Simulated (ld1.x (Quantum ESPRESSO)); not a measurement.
## What one change does to a pseudopotential (Mo (Z = 42), TM)

molybdenum, norm-conserving Troullier–Martins (Kleinman–Bylander form), made with ld1.x (Quantum ESPRESSO) 7.5 (PBE, scalar-relativistic). Core [Kr], reference 4d4 5s0 5p0 (charge +2). Waves: 5p (bound, empty): rc 3.30 bohr; 4d (bound): rc 2.50 bohr; 5s (bound, empty): rc 2.85 bohr. Local part: the s channel. Core correction: a·sin(br)/r model core inside 1.20 bohr.

All-electron outer shells of the reference configuration (PBE, scalar-relativistic, ld1.x):

```csv
shell,level (eV),outermost node (bohr),outermost maximum (bohr)
4p,-56.75,0.52,1.06
4d,-20.83,0.53,1.35
5s,-17.70,1.32,2.62
5p,-12.69,1.49,3.12
```

Change: type PAW; waves now 5s (bound): rcut 2.50, rcutus 2.85 bohr; 5s channel at 1.65 Ry: rcut 2.50, rcutus 2.85 bohr; 5p (bound): rcut 2.85, rcutus 3.30 bohr; 5p channel at 4.25 Ry: rcut 2.85, rcutus 3.30 bohr; 4d (bound): rcut 2.15, rcutus 2.50 bohr; 4d channel at -1.1 Ry: rcut 2.15, rcutus 2.50 bohr; local potential all-electron potential smoothed inside 1.95 bohr (lloc = -2); augmentation BESSEL, radius 2.05 bohr.

Cutoffs: the cutoffs (Ry, on a coarse ladder) from which the occupation-weighted sum of valence levels, in a spherical-Bessel basis at the reference potential, stays within 10 and 1 mRy of its value at 400 Ry; they do not see the model core or the augmentation charge, which bear on the density cutoff. Errors are all-electron minus pseudo energies relative to the spin-unpolarised reference configuration.

Problem. How do hardness, ghosts and transferability respond?

Solution. The potential gets softer (30 Ry and 35 Ry → 18 Ry and 25 Ry); the f channel binds one level more than in the base; of the 7 tests that both files solve, the error grows in 0 and shrinks in 6 by more than 15 % and 0.3 meV (median size 133.6 → 78.3 meV); the range in which the s phases agree widens (upper end 0.4 → at the end of the scan); the range in which the d phases agree widens (upper end -0.5 → 3.2); neither file shows a bound ghost. Several settings change at once here, so the effects cannot be laid on one of them.

| quantity | base | changed |
| --- | --- | --- |
| cutoff, loose | 30 Ry | 18 Ry |
| cutoff, tight | 35 Ry | 25 Ry |
| bound ghosts | none | none |
| error for 4d5 5s1 5p0, meV [ΔE -22.35 eV] | -100 | -61 |
| error for 4d5 5s0 5p0, meV [ΔE -15.46 eV] | -134 | -78 |
| error for 4d3 5s0 5p0, meV [ΔE 26.74 eV] | -219 | -184 |
| error for 4d5.5 5s0.5 5p0, meV [ΔE -22.07 eV] | -199 | -106 |
| error for 4d4 5s2 5p0, meV [ΔE -22.15 eV] | -30 | -3.7 |
| error for 4d4 5s1 5p0, meV [ΔE -14.29 eV] | -11 | -1.8 |
| error for 4d2 5s0 5p0, meV [ΔE 66.25 eV] | -954 | -963 |
| s: phases at 3.60 bohr within 0.05 rad from the reference energy up to (Ry; the scan ends near 5) | 0.4 | to the end of the scan |
| p: phases at 3.60 bohr within 0.05 rad from the reference energy up to (Ry; the scan ends near 5) | 1.0 | 1.4 |
| d: phases at 3.60 bohr within 0.05 rad from the reference energy up to (Ry; the scan ends near 5) | -0.5 | 3.2 |
